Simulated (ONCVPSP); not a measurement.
**lanthanum (La): one change to an ONCV potential, before and after**

* Element: La (Z = 57)
* Generator: ONCVPSP 4.0.1
* Type: optimised norm-conserving Vanderbilt (ONCV)
* Functional: PBE
* Relativity: scalar-relativistic
* Frozen core: [Kr] 4d10
* Valence charge: 11
* Reference configuration: 5s2 5p6 5d1 6s1.5 6p0.5
* Partial waves: 5s+6s: rc 2.75 bohr, ncon 5, nbas 9, qcut 4.2 1/bohr, 2 projectors; 5p+6p: rc 3.10 bohr, ncon 4, nbas 8, qcut 3.5 1/bohr, 2 projectors; 5d: rc 2.65 bohr, ncon 4, nbas 8, qcut 3.2 1/bohr, 1 projector; f scattering state at 0.44 Ha: rc 3.30 bohr, ncon 3, nbas 7, qcut 3.7 1/bohr, 3 projectors, debl 2.7 Ha
* Local potential: polynomial inside 2.45 bohr (lpopt 5, dvloc0 0 Ha)
* Core correction: Teter function, fcfact 5.5, rcfact 1.65

In the f channel the program set the typed energies aside and used -0.180, 2.520, 5.220 Ha.

All-electron outer shells of the reference configuration (PBE, scalar-relativistic, ld1.x):

```
shell  level (eV)  outermost node (bohr)  outermost maximum (bohr)
   4d     -104.42                   0.32                      0.68
   5s      -39.49                   0.77                      1.41
   5p      -22.96                   0.83                      1.58
   6s       -3.99                   1.86                      3.79
   5d       -3.54                   0.95                      2.21
   6p       -1.61                   2.20                      4.93
```

Change: local potential polynomial inside 2.45 bohr (lpopt 5, dvloc0 -2.5 Ha).

Cutoffs: the cutoffs (Ha) at which the residual kinetic energy of the hardest occupied pseudo-wave falls to 1 and 0.1 mHa per electron; they do not see the model core or the augmentation charge, which bear on the density cutoff. Errors are all-electron minus pseudo energies relative to the spin-unpolarised reference configuration.

Predict the effect on cutoff, ghosts and configuration errors.

The potential gets neither clearly harder nor softer (6.7 Ha and 22 Ha → 6.7 Ha and 22 Ha); the bound ghost in f disappears; the lowest positive-energy flag moves from s at 145.5 eV to s at 36.1 eV; the number of tests that count goes from 3 to 4; the errors of the 3 common tests hardly move; the range in which the s phases agree narrows (upper end 3.2 → 1.2). In the separable form a ghost depends on how the local part lies against the semilocal potential of the channel, so the choice of the local part can create or remove one.

| quantity | base | changed |
| --- | --- | --- |
| cutoff, loose | 6.7 Ha | 6.7 Ha |
| cutoff, tight | 22 Ha | 22 Ha |
| bound ghosts | f | none |
| GHOST(+) flags under 300 eV | s at 145.5 eV | s at 36.1 eV |
| tests counted (converged, no solver errors) | 3 of 4 | 4 of 4 |
| error for 5s2 5p6 5d1 6s2 6p0, meV [ΔE -1.18 eV] | -0.5 | -0.4 |
| error for 5s2 5p6 5d1 6s1 6p0, meV [ΔE 4.79 eV] | -1.8 | -1.7 |
| error for 5s2 5p6 5d1 6s0 6p0, meV [ΔE 15.68 eV] | -17 | -16 |
| s: phases at 2.79 bohr within 0.05 rad from the reference energy up to (Ha; the scan ends near 5) | 3.2 | 1.2 |
| p: phases at 3.14 bohr within 0.05 rad from the reference energy up to (Ha; the scan ends near 5) | 2.8 | 2.1 |
| d: phases at 2.69 bohr within 0.05 rad from the reference energy up to (Ha; the scan ends near 5) | 1.6 | 0.8 |
| f: phases at 3.36 bohr within 0.05 rad from the reference energy up to (Ha; the scan ends near 5) | -0.2 | -0.2 |
| rms error of d²Exc/dni dnj with the model core, mHa | 3.03 | 3.03 |

Base: The cutoffs count occupied waves only; projector 3 of the f channel, the hardest unoccupied one, needs 45 Ha at the loose tolerance. Tests not counted: 4f1 5s2 5p6 5d0 6s1 6p0 (no result). Changed file: The cutoffs count occupied waves only; projector 3 of the f channel, the hardest unoccupied one, needs 45 Ha at the loose tolerance. These tests converged, but a pseudo level misses the all-electron one widely, so the file describes the atom poorly there or has found another state: 4f1 5s2 5p6 5d0 6s1 6p0: 4f by 3.4 eV. A true bound ghost makes a file unfit for plane-wave use even where its test errors are small: the radial tests pick states by their node count and pass the ghost by.
